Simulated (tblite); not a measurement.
C5H5OS (doublet state).
Numbering: `[OH:1][CH2:2][c:3]1[cH:4][c:5][cH:6][s:7]1` (hydrogens: H8 on O1; H9, H10 on C2; H11 on C4; H12 on C6)

Geometry (GFN2-xTB, Å), atoms numbered from 1 in this order:
```
atom  x, y, z in Å
O1    -2.1943    0.4584   -0.5750
C2    -1.5774   -0.2073    0.5028
C3    -0.0836   -0.1315    0.4515
C4     0.7783   -0.9724   -0.1904
C5     2.0955   -0.5260   -0.0428
C6     2.3040    0.5806    0.6550
S7     0.7510    1.1961    1.2161
H8    -1.9142    1.3814   -0.5764
H9    -1.8986   -1.2492    0.4244
H10   -1.9289    0.2039    1.4606
H11    0.4749   -1.8492   -0.7297
H12    3.1945    1.1147    0.9073
```

Structure optimised with GFN2-xTB, isolated species. This method treats the open shell by occupation alone, without spin polarisation.

Masses are those of the commonest isotopes; rigid-rotor values at the optimised geometry. The values belong to one conformer with, in the numbering `[OH:1][CH2:2][c:3]1[cH:4][c:5][cH:6][s:7]1`, H–O1–C2–C3 -58°, O1–C2–C3–C4 -88°.

**Question.** What are A, B and C (cm⁻¹)?

**Answer.** Ia = 107.60, Ib = 288.00, Ic = 362.62 u·Å²; 505379 MHz·u·Å²/I gives 4697, 1755 and 1394 MHz, that is A = 0.15667, B = 0.05853, C = 0.04649 cm⁻¹.

**Question.** What kind of rotor is it?

**Answer.** An asymmetric top; Ray's κ = -0.781.

**Question.** What does the inertial defect say?

**Answer.** Not planar: Δ = Ic − Ia − Ib = -32.98 u·Å². For a rigid frame Δ = −2 Σ m c², so Σ m c² = 16.49 u·Å² lies off the ab plane: 4.26 from hydrogen and 12.23 from heavier atoms. The atom farthest from that plane is 1.17 Å away.

**Question.** Give the other two planar moments, Paa and Pbb, and the rms extents of the mass along the axes.

**Answer.** Paa = Σ m a² = (Ib + Ic − Ia)/2 = 271.51 and Pbb = Σ m b² = (Ia + Ic − Ib)/2 = 91.11 u·Å². With the mass M = 113.01 u, the rms extents √(P/M) along a, b and c are 1.55, 0.90, 0.38 Å.

**Question.** Estimate the classical rotational partition function at 10 K, 100 K and 298.15 K.

**Answer.** Point group C1, symmetry number σ = 1; q = (√π/σ)·√((kT/h)³/(ABC)), k/h = 20836.6 MHz/K: 1570 at 10 K, 49700 at 100 K, 256000 at 298.15 K.

For this open shell read J as N, the rotation without spin; fine and hyperfine splittings come on top. Its GFN2-xTB frequencies are all real (lowest 19 cm⁻¹). Constants of a rigid frame at the computed geometry: no zero-point averaging, no centrifugal distortion.
